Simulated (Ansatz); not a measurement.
`[Cl][Ge]([Cl])([SeH])[SeH]`. Charge 0, multiplicity 1. Geometry: relaxed with PBE0-D4/def2-TZVP. It is one conformer, not always the lowest.

```xyz
7

Cl    1.365    1.988   -0.753
Ge    0.503    0.088   -0.269
Cl    1.846   -1.429   -0.967
Se   -1.477   -0.328   -1.432
Se    0.312    0.125    2.056
H    -2.173    0.730   -0.685
H    -0.376   -1.174    2.050
```

**Question.** What is the dipole moment at r2SCAN/def2-TZVPP? (An estimate is asked.)

**Answer.** Computed: 2.14 D, with components (-1.86, -0.33, 1.00) D in this frame, pointing from negative to positive charge.

**Question.** And with PBE, B3LYP, ωB97M-V? (An estimate is asked.)

**Answer.** Computed: PBE 2.05 D, B3LYP 2.12 D, ωB97M-V 2.12 D.

**Question.** Give the Mulliken charges with r2SCAN, B3LYP, PBE in def2-TZVPP. (Estimate.)

**Answer.** Ansatz gave: 
| atom | r2SCAN | B3LYP | PBE |
| --- | --- | --- | --- |
| Cl1 | -0.28 | -0.27 | -0.25 |
| Ge2 | 0.76 | 0.72 | 0.67 |
| Cl3 | -0.28 | -0.27 | -0.25 |
| Se4 | -0.19 | -0.17 | -0.17 |
| Se5 | -0.19 | -0.17 | -0.17 |
| H6 | 0.09 | 0.07 | 0.08 |
| H7 | 0.09 | 0.07 | 0.08 |

B3LYP here is the variant with VWN-RPA as its local correlation; programs differ in this.
